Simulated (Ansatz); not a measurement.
One change: `NB[SiH2][SiH3]` becomes `NB[SiH2]N`.

Ansatz, PBE0-D4/def2-TZVP geometries, multiplicity 1. Each molecule was computed in one conformer, which needn't be the lowest.

| property | `NB[SiH2][SiH3]` |
| --- | --- |
| HOMO–LUMO gap (ωB97M-V/def2-TZVPP) / eV | 10.77 |
| HOMO energy (PBE/def2-TZVPP) / eV | -6.50 |
| LUMO energy (B3LYP/def2-TZVPP) / eV | -0.93 |
| HOMO–LUMO gap (PBE/def2-TZVPP) / eV | 4.85 |
| HOMO–LUMO gap (B3LYP/def2-TZVPP) / eV | 6.50 |
| LUMO energy (PBE/def2-TZVPP) / eV | -1.65 |

What does the change do to each property? (Best estimate.)

Computed: 
```json
{"property": "HOMO–LUMO gap (ωB97M-V/def2-TZVPP) / eV", "`NB[SiH2]N`": "10.11", "shift": "-0.66"}
{"property": "HOMO energy (PBE/def2-TZVPP) / eV", "`NB[SiH2]N`": "-5.31", "shift": "1.19"}
{"property": "LUMO energy (B3LYP/def2-TZVPP) / eV", "`NB[SiH2]N`": "-0.78", "shift": "0.15"}
{"property": "HOMO–LUMO gap (PBE/def2-TZVPP) / eV", "`NB[SiH2]N`": "3.83", "shift": "-1.02"}
{"property": "HOMO–LUMO gap (B3LYP/def2-TZVPP) / eV", "`NB[SiH2]N`": "5.65", "shift": "-0.85"}
{"property": "LUMO energy (PBE/def2-TZVPP) / eV", "`NB[SiH2]N`": "-1.48", "shift": "0.17"}
```

With PBE0 the HOMO rises by 1.00 eV and the LUMO rises by 0.18 eV, so the gap narrows by about 0.82 eV. PBE moves the HOMO by 1.19 eV and ωB97M-V by 0.81 eV.

B3LYP here is the variant with VWN-RPA as its local correlation; programs differ in this.
